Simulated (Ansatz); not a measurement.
`O[SiH2][SiH2]Br` + `[NH2][Ga]([Cl])[Br]` → `O[SiH2][SiH2]Cl` + `[NH2][Ga]([Br])[Br]`  (redistribution)

Computed with Ansatz on PBE0-D4/def2-TZVP structures; ΔE is electronic, products minus reactants. CBS: MP2 limit from def2 TZ/QZ plus the TZ coupled-cluster correction, frozen cores. DFT in def2-TZVPP. B3LYP here is the variant with VWN-RPA as its local correlation; programs differ in this. For Br, Ga outer-core shells are correlated without core-valence functions, which leaves a few kJ/mol of doubt a bond. Scalar relativity is left out up to krypton. Each species was taken in one conformer, which may not be the lowest.

```json
{"species": "`O[SiH2][SiH2]Br`", "B3LYP-D4 energy (Eh)": "-3231.59820"}
{"species": "`[NH2][Ga]([Cl])[Br]`", "B3LYP-D4 energy (Eh)": "-5015.44859"}
{"species": "`O[SiH2][SiH2]Cl`", "B3LYP-D4 energy (Eh)": "-1117.64457"}
{"species": "`[NH2][Ga]([Br])[Br]`", "B3LYP-D4 energy (Eh)": "-7129.40632"}
```

(1) Work out ΔE.

Largest T1 diagnostic among the species: 0.011.

Results:

(1) ΔE = (-1117.64457) + (-7129.40632) − (-3231.59820) − (-5015.44859) = -0.00410 Eh = -2.6 kcal/mol. CCSD(T)/CBS gives -2.0 kcal/mol.

Leaving LDA and LC-ωPBE aside and taking each functional with its dispersion term where it has one, the values, not all of them listed here, spread over 0.5 kcal/mol, from BLYP-D4 to PBE-D4. At CCSD(T), def2-SVP lies +0.9 kcal/mol from the extrapolated value and def2-TZVPP −0.3 kcal/mol.
